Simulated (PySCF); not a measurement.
PySCF 2.14 output of an unrestricted r2SCANh calculation on a single atom or ion in aug-cc-pVTZ-DK (8s7p5d3f2g, 93 functions), with scalar relativity by spin-free X2C-1e:

```
SCF conv_tol = 1e-09
number electrons alpha = 13  beta = 10
    M. Bursch, H. Neugebauer, S. Ehlert, and S. Grimme.,  J. Chem. Phys. 156, 134105 (2022)
cycle= 1 E= -949.134443694383  delta_E= -0.00993  |g|= 0.0204  |ddm|= 1.16
cycle= 2 E= -949.134588393629  delta_E= -0.000145  |g|= 0.014  |ddm|= 0.28
cycle= 3 E= -949.134648655467  delta_E= -6.03e-05  |g|= 0.00411  |ddm|= 0.0778
cycle= 4 E= -949.134655436383  delta_E= -6.78e-06  |g|= 0.000286  |ddm|= 0.0366
cycle= 5 E= -949.13465578507  delta_E= -3.49e-07  |g|= 6.97e-05  |ddm|= 0.012
cycle= 6 E= -949.134655807898  delta_E= -2.28e-08  |g|= 6.67e-06  |ddm|= 0.0042
cycle= 7 E= -949.134655808003  delta_E= -1.05e-10  |g|= 2.07e-06  |ddm|= 0.000326
converged SCF energy = -949.134655808003  <S^2> = 3.7681575  2S+1 = 4.0090685
```

The run itself started from symmetry-adapted Hartree-Fock orbitals and held the occupation by maximum overlap, on a logarithmic radial grid, so the iterations belong to that start.

Q: Which element, charge and spin multiplicity is this?

A: V (vanadium, neutral), multiplicity 4; the state was [Ar] 3d3 4s2, high-spin 4F determinant.
